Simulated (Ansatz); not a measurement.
Reaction (cleavage of the Si–Zn bond): `[ZnH][SiH]1N[SiH2]1` + HCl → `Cl[SiH]1N[SiH2]1` + `[ZnH2]`

Computed with Ansatz on PBE0-D4/def2-TZVP structures; ΔE is electronic, products minus reactants. CCSD(T)/CBS is the MP2 limit (def2-TZVPP, def2-QZVPP) plus CCSD(T) − MP2 in def2-TZVPP, frozen cores. This one scheme is used for every species. Functionals use def2-TZVPP. B3LYP here is the variant with VWN-RPA as its local correlation; programs differ in this. For Zn outer-core shells are correlated without core-valence functions, which leaves a few kJ/mol of doubt a bond. Scalar relativity is left out up to krypton.

`[ZnH][SiH]1N[SiH2]1`:

Cartesian coordinates in Å:
```
Zn 1.710 0.408 -1.936
Si 0.774 0.353 0.243
N -0.247 -1.011 0.654
Si -1.436 0.230 0.650
H 2.257 0.439 -3.393
H 1.642 0.828 1.367
H -0.149 -1.990 0.857
H -2.492 0.157 -0.396
H -2.059 0.586 1.953
```

HCl:

Z-matrix (Å, degrees):
```
Cl
H 1 1.279
```

`Cl[SiH]1N[SiH2]1`:

Z-matrix (Å, degrees):
```
Si
N 1 1.710
Si 1 2.223 2 50.6
Cl 1 2.057 2 117.4 3 112.8
H 1 1.480 2 118.1 3 -119.3
H 2 1.006 1 140.8 3 -177.2
H 3 1.486 1 123.1 2 98.9
H 3 1.487 1 126.0 2 -96.4
```

`[ZnH2]`:

Cartesian coordinates in Å:
```
Zn 0.000 0.000 0.000
H -1.159 -1.016 -0.096
H 1.159 1.016 0.096
```

(1) Is it downhill or uphill in electronic energy at CCSD(T)/CBS, and by how much? (Best estimate.)

(2) What do these levels give: revPBE-D4, r2SCAN-D4, B97M-V, BHLYP-D4, CAM-B3LYP-D4, PBE-QIDH, revPBE, BLYP, B3LYP, CAM-B3LYP, CCSD(T)/def2-SVP, CCSD(T)/def2-TZVPP? (An estimate is asked.)

Largest T1 diagnostic among the species: 0.016.

## Answers

(1) Computed: Downhill: ΔE = -77.2 kJ/mol.

(2) Ansatz gave: revPBE-D4 -71.8, r2SCAN-D4 -80.9, B97M-V -88.2, BHLYP-D4 -85.4, CAM-B3LYP-D4 -84.9, PBE-QIDH -80.0, revPBE -68.1, BLYP -74.8, B3LYP -78.6, CAM-B3LYP -84.6, CCSD(T)/def2-SVP -64.9, CCSD(T)/def2-TZVPP -77.9 kJ/mol.

In def2-TZVPP, CCSD(T) changes the Hartree–Fock value by +16.1 kJ/mol (the triples alone add +1.5 kJ/mol) and MP2 by +9.3 kJ/mol. At CCSD(T), def2-SVP lies +12.3 kJ/mol from the extrapolated value and def2-TZVPP −0.7 kJ/mol. From BLYP to BHLYP (50 % exact exchange), in def2-TZVPP and without D4, ΔE moves by −10.4 kJ/mol.
